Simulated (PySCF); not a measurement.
## Computed properties of C₂H₇O, SMILES C[OH+]C, charge +1

C2H7O, SMILES C[OH+]C, charge +1. Geometry: B3LYP-D3(BJ)/def2-TZVP. The isomer is the one that the SMILES or the coordinates give; other isomers of the formula were not compared. The values are those of a single conformer. All values are computed for the isolated molecule unless a solvent is named; none is compared with measurement here.

**Structure.** The optimised structure has Cs symmetry. All 24 harmonic modes at B3LYP-D3(BJ)/def2-TZVP (PySCF) are real, so it is a minimum. With heavy atoms numbered as in [CH3:1][OH+:2][CH3:3], the shortest bond between them is C1–O2 at 1.492 Å and the longest O2–C3 at 1.492 Å.

**Vibrations.** The strongest infrared lines (harmonic, unscaled, degenerate partners summed) lie at 3685 cm⁻¹ (210 km/mol, H 94 %), 652 cm⁻¹ (149 km/mol, H 74 %, O 15 %, C 11 %), 908 cm⁻¹ (126 km/mol, C 48 %, O 44 %, H 8 %). The softest mode is at 148 cm⁻¹ and the zero-point energy is 58.2 kcal/mol.

**Electronic structure.** ωB97X/def2-TZVPD (PySCF) places the frontier levels at -18.60 and -3.50 eV, a gap of 15.10 eV and a mean polarisability of 28.3 bohr³.

**Excitations.** TDA-PBE0/def2-SVPD (PySCF) has S1 at 8.82 eV (141 nm, f = 0.001, dark); the most intense of the 10 singlets computed lies at 11.39 eV (f = 0.10). T1 (TDA) is at 8.18 eV, 0.64 eV under S1. No vertical singlet excitation falls in the visible range (under 3.1 eV).

**NMR.** GIAO shifts at B3LYP/pcSseg-1 (PySCF) (non-relativistic, atoms alike by connectivity averaged): ¹³C at 80.1 ppm against TMS; ¹H from 4.2 to 4.9 ppm against TMS.
